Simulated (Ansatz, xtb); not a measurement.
**C6H5NOS: 6 structures ranked**

6 gas-phase structures of C6H5NOS, from a drawn sample of its isomers (lower ones may exist). Each was relaxed with GFN2-xTB; where two conformers were screened, the lower at r2SCAN-D4/def2-SVP is listed:

A. `O=Cc1ccc(S)cn1`, a singlet
B. `O=Cc1ncccc1S`, a singlet
C. `O=Cc1cc(S)ccn1`, a singlet
D. `O=Cc1ccncc1S`, a singlet
E. `O=Cc1cnccc1S`, a singlet
F. `O=Cc1cncc(S)c1`, a singlet

**Question.** Estimate their order in r2SCAN-D4/def2-SVP energy at these geometries, lowest first.

**Answer.** Calculated order at r2SCAN-D4/def2-SVP: E (0.0), B (0.5), A (2.9), C (3.0), D (3.2), F (5.5) kcal/mol. Less than 1 kcal/mol parts E and B; A and C; C and D, so the order within those pairs means little.

Energies above the lowest of each column, in kcal/mol; the last columns are at B3LYP-D3(BJ)/def2-SVP geometries:

```json
{"structure": "E", "GFN2-xTB": "0.0", "HF/STO-3G": "3.2", "r2SCAN-D4/def2-SVP": "0.0", "B3LYP-D3(BJ)/def2-SVP": "0.0", "CCSD(T)/def2-SVP + ΔMP2/def2-TZVPP": "0.0"}
{"structure": "B", "GFN2-xTB": "0.8", "HF/STO-3G": "3.0", "r2SCAN-D4/def2-SVP": "0.5", "B3LYP-D3(BJ)/def2-SVP": "0.5", "CCSD(T)/def2-SVP + ΔMP2/def2-TZVPP": "0.6"}
{"structure": "A", "GFN2-xTB": "3.6", "HF/STO-3G": "0.7", "r2SCAN-D4/def2-SVP": "2.9", "B3LYP-D3(BJ)/def2-SVP": "2.7", "CCSD(T)/def2-SVP + ΔMP2/def2-TZVPP": "1.0"}
{"structure": "C", "GFN2-xTB": "3.8", "HF/STO-3G": "0.0", "r2SCAN-D4/def2-SVP": "3.0", "B3LYP-D3(BJ)/def2-SVP": "2.4", "CCSD(T)/def2-SVP + ΔMP2/def2-TZVPP": "0.2"}
{"structure": "D", "GFN2-xTB": "2.1", "HF/STO-3G": "4.9", "r2SCAN-D4/def2-SVP": "3.2", "B3LYP-D3(BJ)/def2-SVP": "3.1", "CCSD(T)/def2-SVP + ΔMP2/def2-TZVPP": "2.8"}
{"structure": "F", "GFN2-xTB": "4.6", "HF/STO-3G": "2.2", "r2SCAN-D4/def2-SVP": "5.5", "B3LYP-D3(BJ)/def2-SVP": "4.9", "CCSD(T)/def2-SVP + ΔMP2/def2-TZVPP": "2.7"}
```

CCSD(T)/def2-SVP + ΔMP2/def2-TZVPP has B and C and E within 1 kcal/mol of each other at the bottom, and every level picks one of them. CCSD(T)/def2-SVP + ΔMP2/def2-TZVPP orders those it was run on as E (0.0), C (0.2), B (0.6), A (1.0), F (2.7), D (2.8) kcal/mol. Less than 1 kcal/mol parts E and C; C and B; B and A; F and D, so the order within those pairs means little. Flexible structures stand in one conformer each, not always the lowest. ΔMP2 is the change of the MP2 energy from the smaller to the larger basis.

Over these structures GFN2-xTB departs from r2SCAN-D4/def2-SVP by 0.7 kcal/mol on average once a common shift is removed. A GFN2-xTB relaxation took about 0.091 s and the r2SCAN-D4/def2-SVP energy about 2.6 s on a shared host (Ansatz 0.2.0, xtb 6.7.1).
